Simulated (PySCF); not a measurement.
SnH3F, SMILES [F][SnH3].

The structure is a stationary point at B3LYP-D3(BJ)/def2-TZVP. The def2 effective core potentials stand for the cores of Sn; spin–orbit coupling is left out.

These are HF/def2-TZVPD run with PySCF values and carry that method's errors.

Symmetry labels are those of the subgroup Cs that the program uses (full group C3v).

Computed valence orbital energies around the gap with their symmetry:
```csv
orbital,symmetry,energy (eV)
HOMO−7,A",-36.58
HOMO−6,A',-36.43
HOMO−5,A',-19.15
HOMO−4,A',-16.17
HOMO−3,A",-16.17
HOMO−2,A',-15.43
HOMO−1,A',-12.70
HOMO,A",-12.70
LUMO,A',1.42
LUMO+1,A',1.61
LUMO+2,A',2.51
LUMO+3,A",2.51
```
